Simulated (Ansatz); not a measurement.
Start from `[OH][GeH2][SeH]` and change one atom or group to get `[OH][GeH2][SnH3]`.

Ansatz, PBE0-D4/def2-TZVP geometries, multiplicity 1. Each molecule was computed in one conformer, which needn't be the lowest.

Elements past krypton have def2 core potentials. Scalar relativity is left out up to krypton.

```
                                                                                  property  `[OH][GeH2][SeH]`
                                        size of the dipole moment (ωB97M-V/def2-TZVPP) / D               0.44
ideal-gas entropy at 298 K and 1 bar (rigid rotor, harmonic PBE0-D4/def2-TZVP) / J/(mol·K)                328
                                                     LUMO energy (ωB97M-V/def2-TZVPP) / eV               1.66
                                                        LUMO energy (PBE0/def2-TZVPP) / eV              -0.22
                                          size of the dipole moment (B3LYP/def2-TZVPP) / D               0.46
                                                         LUMO energy (PBE/def2-TZVPP) / eV              -1.11
```

(1) What does the change do to each property? (An estimate is asked.)

## Answers

(1) Computed: 
```csv
property,`[OH][GeH2][SnH3]`,shift
size of the dipole moment (ωB97M-V/def2-TZVPP) / D,1.31,0.87
"ideal-gas entropy at 298 K and 1 bar (rigid rotor, harmonic PBE0-D4/def2-TZVP) / J/(mol·K)",363,35
LUMO energy (ωB97M-V/def2-TZVPP) / eV,1.14,-0.52
LUMO energy (PBE0/def2-TZVPP) / eV,-0.50,-0.28
size of the dipole moment (B3LYP/def2-TZVPP) / D,1.28,0.82
LUMO energy (PBE/def2-TZVPP) / eV,-1.30,-0.19
```

The zero-point energy changes by 30.7 kJ/mol with +6 modes. Dipoles are sizes alone; their direction can turn. Modes under 60 cm⁻¹, often nearly free rotors, make the harmonic entropy too high.

B3LYP here is the variant with VWN-RPA as its local correlation; programs differ in this.
